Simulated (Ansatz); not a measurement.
## Molecular dynamics of H5NO3Zr

The input (input.yaml):

```yaml
crystal:
  periodic: [false, false, false]
  atoms:
    - { symbol: Zr, position_ang: [-0.091893, -0.13532, 0.131984] }
    - { symbol: "N", position_ang: [0.005275, 0.07678, 2.16116] }
    - { symbol: H, position_ang: [-0.864417, 0.099988, 2.71922] }
    - { symbol: H, position_ang: [0.765094, 0.349383, 2.765046] }
    - { symbol: O, position_ang: [1.679014, -0.339395, -0.54059] }
    - { symbol: H, position_ang: [2.429637, -0.629185, -1.087483] }
    - { symbol: O, position_ang: [-1.201706, 1.293284, -0.607658] }
    - { symbol: H, position_ang: [-1.418668, 2.113098, -0.203822] }
    - { symbol: O, position_ang: [-1.000822, -1.831176, -0.35705] }
    - { symbol: H, position_ang: [-1.147619, -2.771738, -0.36117] }
basis:
  gaussian: { orbitals: def2-SVP }
hamiltonian:
  xc: b3lyp
  dispersion: d4
md:
  timestep: 1.0
  n_steps: 250
  ensemble: nvt_langevin
  temperature: 300.0
  initial_velocities: maxwell_boltzmann
  seed: 250337
  friction: 0.02
```

Launched with:

```bash
$ ansatz run input.yaml --threads 4 --pin off --max-ram 5120MiB --backend cpu --events-out ev --progress --plain --runs-dir out
```

It goes on from the last frame of an earlier run, with new velocities.

Output, in part (step lines, the closing report, with atoms numbered from 0):

```
md step     0: t =     0.00 fs  T =   270.0 K  F+E_penalty+E_count = -8993.93289577 eV  E_kin = 0.349002 eV  (28 SCF iters)
[... lines left out ...]
Total energy: -8993.85336129 eV, -330.5180147747 hartree
Atom 0 at    -0.106388    -0.573075    -0.049286 Å, force     0.032046     1.435064     0.451135 eV/Å
Atom 1 at     0.006245     0.205422     1.913516 Å, force    -2.134806     0.519379    -2.005123 eV/Å
Atom 2 at    -0.788751     0.761895     2.305658 Å, force     0.983143    -0.562042    -0.250859 eV/Å
Atom 3 at     0.566816    -0.151359     2.629907 Å, force     1.106937    -0.573207     1.737064 eV/Å
Atom 4 at     1.586933    -0.275008    -0.902885 Å, force    -1.293889    -0.561659     0.484923 eV/Å
Atom 5 at     2.476267    -0.114680    -1.103442 Å, force     1.894452     0.362525    -0.504493 eV/Å
Atom 6 at    -1.276489     0.693685    -0.897353 Å, force    -0.499652     0.494109    -0.246453 eV/Å
Atom 7 at    -1.437069     1.484905    -1.430536 Å, force     0.069491    -0.387186     0.193076 eV/Å
Atom 8 at    -0.748239    -2.354592    -0.393854 Å, force    -0.258419    -1.584532     0.165990 eV/Å
Atom 9 at    -0.923632    -3.313245    -0.411409 Å, force     0.100697     0.857550    -0.025259 eV/Å
Dipole moment:     0.165050    -0.121761     0.057825 e Å
```

The steps, from the saved trajectory:

```json
{"time (fs)": "0", "T (K)": "270", "potential energy less start (eV)": "0.000"}
{"time (fs)": "8", "T (K)": "428", "potential energy less start (eV)": "0.014"}
{"time (fs)": "16", "T (K)": "346", "potential energy less start (eV)": "0.060"}
{"time (fs)": "24", "T (K)": "314", "potential energy less start (eV)": "0.029"}
{"time (fs)": "32", "T (K)": "376", "potential energy less start (eV)": "0.126"}
{"time (fs)": "40", "T (K)": "306", "potential energy less start (eV)": "0.287"}
{"time (fs)": "48", "T (K)": "260", "potential energy less start (eV)": "0.308"}
{"time (fs)": "56", "T (K)": "238", "potential energy less start (eV)": "0.282"}
{"time (fs)": "64", "T (K)": "201", "potential energy less start (eV)": "0.302"}
{"time (fs)": "72", "T (K)": "316", "potential energy less start (eV)": "0.161"}
{"time (fs)": "80", "T (K)": "383", "potential energy less start (eV)": "0.059"}
{"time (fs)": "88", "T (K)": "406", "potential energy less start (eV)": "0.125"}
{"time (fs)": "96", "T (K)": "415", "potential energy less start (eV)": "0.119"}
{"time (fs)": "104", "T (K)": "376", "potential energy less start (eV)": "0.062"}
{"time (fs)": "112", "T (K)": "384", "potential energy less start (eV)": "0.011"}
{"time (fs)": "120", "T (K)": "387", "potential energy less start (eV)": "0.012"}
{"time (fs)": "128", "T (K)": "350", "potential energy less start (eV)": "0.061"}
{"time (fs)": "136", "T (K)": "308", "potential energy less start (eV)": "0.097"}
{"time (fs)": "144", "T (K)": "432", "potential energy less start (eV)": "0.075"}
{"time (fs)": "152", "T (K)": "372", "potential energy less start (eV)": "0.247"}
{"time (fs)": "160", "T (K)": "392", "potential energy less start (eV)": "0.278"}
{"time (fs)": "168", "T (K)": "505", "potential energy less start (eV)": "0.114"}
{"time (fs)": "176", "T (K)": "413", "potential energy less start (eV)": "0.160"}
{"time (fs)": "184", "T (K)": "338", "potential energy less start (eV)": "0.270"}
{"time (fs)": "192", "T (K)": "406", "potential energy less start (eV)": "0.164"}
{"time (fs)": "200", "T (K)": "415", "potential energy less start (eV)": "0.189"}
{"time (fs)": "208", "T (K)": "344", "potential energy less start (eV)": "0.310"}
{"time (fs)": "216", "T (K)": "299", "potential energy less start (eV)": "0.211"}
{"time (fs)": "224", "T (K)": "318", "potential energy less start (eV)": "0.091"}
{"time (fs)": "232", "T (K)": "268", "potential energy less start (eV)": "0.112"}
{"time (fs)": "240", "T (K)": "270", "potential energy less start (eV)": "-0.012"}
{"time (fs)": "248", "T (K)": "320", "potential energy less start (eV)": "-0.007"}
```

The run went to its last step. The mean temperature of the second half is 16 % above the set value. A run of 0.25 ps of so small a system gives no equilibrium averages.

The same pairs are bonded in the first frame and the last. Pairs count as bonded within 1.25 times the sum of covalent radii (0.12 Å more for H–H).

Last frame:

```xyz
10
Properties=species:S:1:pos:R:3
Zr -0.106 -0.573 -0.049
N 0.006 0.205 1.913
H -0.789 0.762 2.306
H 0.567 -0.151 2.630
O 1.587 -0.275 -0.903
H 2.476 -0.115 -1.103
O -1.276 0.694 -0.897
H -1.437 1.485 -1.431
O -0.748 -2.355 -0.394
H -0.924 -3.313 -0.411
```

Time of the run: 6.4 min on 4 threads of Arm Neoverse V2 (shared host), peak memory 0.26 GiB.
